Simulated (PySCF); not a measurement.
**Working with the constants of MgBi**

ROHF-CCSD(T) constants of MgBi, ⁴Σ⁻ (quartet), unpaired electrons σ ↑, π ↑↑ (PySCF, scalar-relativistic core potentials, basis sets Mg def2-SVP, Bi def2-SVP with ECP60; masses 23.9850 and 208.9804 u):

| Quantity | Value |
| --- | --- |
| ωe | 136.5 cm⁻¹ |
| ωexe | 2.72 cm⁻¹ |
| Be | 0.082862 cm⁻¹ |
| αe | 0.00128 cm⁻¹ |
| D (centrifugal) | 1.22e-07 cm⁻¹ |
| De to Mg + Bi | 0.158 eV |

**Question.** Give the vibrational terms G(v) and spacings up to v = 3.

**Answer.** G(v) = ωe(v+½) − ωexe(v+½)².

| v | G(v) (cm⁻¹) | G(v) − G(v−1) | Bv (cm⁻¹) |
| --- | --- | --- | --- |
| 0 | 68 |  | 0.08222 |
| 1 | 199 | 131 | 0.08094 |
| 2 | 324 | 126 | 0.07966 |
| 3 | 444 | 120 | 0.07838 |

**Question.** How well does the Morse estimate ωe²/(4ωexe) reproduce De, and what is D0?

**Answer.** It gives 0.212 eV, 134 % of the computed De. D0 = De − G(0) = 0.158 − 0.008 = 0.150 eV.

Correlated steps freeze 5 core orbitals. The bond is weak. Basis-set superposition, not corrected here, can be much of De in a small basis, most of all at correlated wavefunction levels. These are scalar-relativistic numbers at best; spin–orbit coupling would shift them, the dissociation energy most. The state was picked by a PBE0 search and need not be the measured ground state.
